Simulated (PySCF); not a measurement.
**How methods differ on the excitation energy of N**

N [He] 2s2 2p3 (4S) → N [He] 2s1 2p3 3s1 (6S), as a difference of total energies. Computed with PySCF 2.14 in aug-cc-pCVTZ-DK with one added diffuse shell each of s, p, d, f type (8s7p5d3f, 75 functions), with the spin-free X2C one-electron Hamiltonian (Gaussian nucleus). Correlated levels: valence and next inner shell: nothing frozen. The calculations carry no spin-orbit coupling.

| method | excitation energy (eV) |
| --- | --- |
| UHF | 13.935 |
| MP2 (valence and next inner shell) | 15.790 |
| SCS-MP2 (valence and next inner shell) | 16.189 |
| CCSD (valence and next inner shell) | 16.014 |
| CCSD(T) (valence and next inner shell) | 16.081 |

How much does correlation contribute at CCSD(T) (valence and next inner shell)?

16.081 − (13.935) = 2.146 eV, measured against UHF.

The upper state lies above the first ionisation limit, but in LS coupling its spin forbids autoionisation to the ground ion. A Rydberg-like electron needs more diffuse functions than a valence basis has.

The promoted electron is Rydberg-like, and one or two diffuse shells describe it only roughly, which tends to raise the upper state.
